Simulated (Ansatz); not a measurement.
Mulliken charges of `O=[CH][SnH]([OH])[I]` from PBE/def2-TZVPP in Ansatz (PBE0-D4/def2-TZVP geometry).

```json
{"atom": "O1", "x (Å)": "-1.536", "y (Å)": "-1.404", "z (Å)": "-0.618", "charge (e)": "-0.163"}
{"atom": "C2", "x (Å)": "-1.473", "y (Å)": "-0.326", "z (Å)": "-0.108", "charge (e)": "-0.021"}
{"atom": "Sn3", "x (Å)": "0.522", "y (Å)": "0.452", "z (Å)": "0.462", "charge (e)": "0.774"}
{"atom": "O4", "x (Å)": "1.741", "y (Å)": "-0.996", "z (Å)": "-0.017", "charge (e)": "-0.488"}
{"atom": "I5", "x (Å)": "0.914", "y (Å)": "2.575", "z (Å)": "-1.139", "charge (e)": "-0.272"}
{"atom": "H6", "x (Å)": "-2.380", "y (Å)": "0.304", "z (Å)": "0.028", "charge (e)": "0.077"}
{"atom": "H7", "x (Å)": "0.916", "y (Å)": "0.879", "z (Å)": "2.060", "charge (e)": "-0.093"}
{"atom": "H8", "x (Å)": "1.388", "y (Å)": "-1.543", "z (Å)": "-0.725", "charge (e)": "0.187"}
```

Problem. By hand: the dipole of these point charges (1 e Å = 4.8032 D).

Solution. Σ q r = (-0.422, 0.024, 0.454) e Å, of length 0.620 e Å = 2.98 D.

Problem. How does the dipole of the full density compare? (Estimate.)

Solution. Ansatz gave: (-0.393, 0.077, 0.235) e Å, 2.23 D; the point charges give 1.34 times that, at 18° from its direction.

Point charges leave out the atoms' own dipoles, such as those of lone pairs, and Mulliken's split depends on the basis, so the two needn't agree.
